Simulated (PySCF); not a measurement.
Ge(H)(Br)(Et)2, SMILES [CH2](C)[GeH]([CH2]C)[Br] (C₄H₁₁BrGe), GFN2-xTB optimised geometry.

```
17

Ge     0.15    -0.31     0.00
Br    -0.34    -1.23    -2.05
C     -0.59    -1.56     1.39
C     -0.02    -2.97     1.28
C     -0.59     1.55     0.00
C     -0.05     2.40    -1.13
H      1.68    -0.31     0.00
H     -0.38    -1.13     2.37
H     -1.68    -1.58     1.28
H      1.06    -2.95     1.40
H     -0.26    -3.41     0.32
H     -0.44    -3.60     2.06
H     -1.68     1.49    -0.07
H     -0.35     2.00     0.96
H      1.04     2.48    -1.07
H     -0.30     1.97    -2.10
H     -0.46     3.41    -1.09
```

Density from PBE0/def2-SVP run with PySCF 2.14.0 at that geometry.

Minimum of the electron density along straight lines between bonded atoms, close to the bond critical point (lines longer than 1.1 times the sum of covalent radii, or with two minima, are not listed):

```csv
bond,length / Å,ρ at the minimum / e bohr⁻³,∇²ρ there / e bohr⁻⁵,position (fraction from the first atom)
Ge1–Br2,2.302,0.089,0.07,0.43
Ge1–C3,2.002,0.122,0.00,0.47
C3–C4,1.522,0.241,-0.54,0.51
Ge1–C5,2.002,0.122,0.00,0.47
C5–C6,1.522,0.241,-0.54,0.51
Ge1–H7,1.533,0.135,0.03,0.59
C3–H8,1.091,0.273,-0.97,0.62
C3–H9,1.092,0.273,-0.98,0.63
C4–H10,1.090,0.276,-1.00,0.62
C4–H11,1.089,0.277,-1.02,0.63
C4–H12,1.089,0.276,-1.00,0.62
C5–H13,1.092,0.273,-0.98,0.63
C5–H14,1.091,0.273,-0.97,0.62
C6–H15,1.090,0.276,-1.00,0.62
C6–H16,1.089,0.277,-1.02,0.63
C6–H17,1.089,0.276,-1.00,0.62
```
